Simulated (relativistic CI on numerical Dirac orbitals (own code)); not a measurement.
**La: from the plainest model towards the measured levels**

Calculated with a relativistic CI code on KLI orbitals (one set per configuration, finite nucleus), adding one ingredient at a time: step 1, Dirac-Coulomb, each configuration alone; step 2, with Breit and QED terms; step 3, with configuration mixing; step 4, with scaled Slater integrals (0.85); step 5, with a P86 correlation estimate; step 6, tied to the ionisation limit. P86 is a density functional for the correlation energy, evaluated here for each configuration and added to its levels. Step 6 is semi-empirical: configurations made of the next ion and one excited electron move by 2433 cm⁻¹, so that their limit matches the tabulated ionisation energy, and those with a non-penetrating f or g electron also take the P86 value of the least penetrating other one.

CI space (outside the closed core [Xe]): 5d6s², 5d²6s, 5d³, 5d6s6p, 6s²4f, 6s²6p, 5d²6p, 5d6s4f, 5d6s6d, 5d6s6f, 5d²6d, 6s²7p, 6s²5f, 5d6p², 4f6p², 6p³, 6s4f6p, 4f²6p, 4f6p6d, 6s6p², 6p²6d.

Computed minus measured energy above the ground level, in cm⁻¹, for 11 of the 25 excited levels that pair in every step (one J of a term; a digit in brackets numbers repeated terms):

```
Configuration  Term    J  Measured  Step 1  Step 2  Step 3  Step 4  Step 5  Step 6
        5d6s²    2D  5/2      1053      13     -28    -134    -135    -178    -122
        5d²6s    4F  3/2      2668   -5033   -5159    1979    1470     265    2345
        5d²6s    2F  5/2      7012     655     505    3222    2277    1214    3151
        5d²6s    4P  1/2      7231   -3300   -3442    2995    1881     760    2807
        5d²6s    2P  1/2      9044    4588    4444    2963    2093     549    2607
        5d²6s    2D  5/2      9184   -2683   -2837    3006    1851     880    2631
        5d²6s    2G  9/2      9920    -678    -837    3771    2346    1033    3075
          5d³    4F  3/2     12431   -3604   -3843    2926    2568     253    2319
       5d6s6p    jj  9/2     16243   -9379   -9464   -2884   -3204   -2032   -2301
          5d³    4P  1/2     16617   -2017   -2271    3637    2719     545    2543
          5d³    2G  7/2     17023   -2142   -2403    5013    3723    1638    3624
```

Mean absolute errors in cm⁻¹, over all paired levels and for the configurations:

| Configuration, levels | Step 1 | Step 2 | Step 3 | Step 4 | Step 5 | Step 6 |
| --- | --- | --- | --- | --- | --- | --- |
| all, 25 | 3146 | 3280 | 3030 | 2191 | 731 | 2562 |
| 5d6s², 1 | 13 | 28 | 134 | 135 | 178 | 122 |
| 5d²6s, 14 | 3141 | 3206 | 2909 | 1883 | 756 | 2736 |
| 5d³, 9 | 2809 | 3071 | 3555 | 2787 | 608 | 2591 |
| 5d6s6p, 1 | 9379 | 9464 | 2884 | 3204 | 2032 | 2301 |

Measured levels: NIST Handbook of Basic Atomic Spectroscopic Data (Sansonetti and Martin, J. Phys. Chem. Ref. Data 34, 1559 (2005)).

The mean absolute error is lowest at step 5 (731 cm⁻¹), and the largest single drop is from step 4 to 5 (2191 to 731). The Breit and QED terms change the top of the ground term (measured 1053) from 1066 to 1025. Mixing lowers the ground level by 7472, with 5d²6s as its largest admixture; relative to it the configurations that move most are 5d³ by +6626, 5d6s6p by +6581, 5d²6s by +4876. Configurations whose own partners of that kind are not in the list rise by much of that lowering, so a short list can trade one imbalance for another. The P86 estimate moves 5d³ by -2225, 5d6s6p by +1172, 5d²6s by -1145, and takes the mean absolute error of the excited configurations from 2277 to 754. Step 6 takes that error from 754 to 2664; it grows for 5d²6s, 5d³. The shift fits the limit, so it does little for low levels whose errors differ from those near the limit.
